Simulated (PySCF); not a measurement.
**Gallium: a sound run and one with changed settings**

Sound run: Ga [Ar] 3d10 4s2 4p1, Ga⁺ [Ar] 3d10 4s2. Computed with PySCF 2.14 in Sapporo-DKH3-DZP-2012 (6s5p3d1f, 43 functions), with scalar relativity by spin-free X2C-1e. The sound run starts from symmetry-adapted Hartree-Fock orbitals and uses a fine grid where one is needed.

A second run was set up differently.

```json
{"species": "Ga", "method": "UHF", "sound run (hartree)": "-1942.13099", "changed run (hartree)": "-1942.13099", "converged": "yes"}
{"species": "Ga", "method": "M06-2X", "sound run (hartree)": "-1943.84556", "changed run (hartree)": "-1943.88943", "converged": "yes"}
{"species": "Ga", "method": "TPSS", "sound run (hartree)": "-1943.77497", "changed run (hartree)": "-1943.77126", "converged": "yes"}
{"species": "Ga⁺", "method": "UHF", "sound run (hartree)": "-1941.92750", "changed run (hartree)": "-1941.92750", "converged": "yes"}
{"species": "Ga⁺", "method": "M06-2X", "sound run (hartree)": "-1943.63016", "changed run (hartree)": "-1943.67318", "converged": "yes"}
{"species": "Ga⁺", "method": "TPSS", "sound run (hartree)": "-1943.55500", "changed run (hartree)": "-1943.55124", "converged": "yes"}
```

Ionisation energy of Ga:

```csv
method,sound run (eV),changed run (eV)
UHF,5.537,5.537
M06-2X,5.861,5.884
TPSS,5.986,5.987
```

(1) What was changed?
A. too few SCF iterations
B. basis contracted for another Hamiltonian
C. radial grid too coarse
D. a valence shell is frozen

Results:

(1) C. It used radial step 0.3 in ln r (0.13 in the sound run). A coarse radial grid mis-integrates the density and the exchange-correlation energy, with errors of either sign; Hartree-Fock needs no grid.
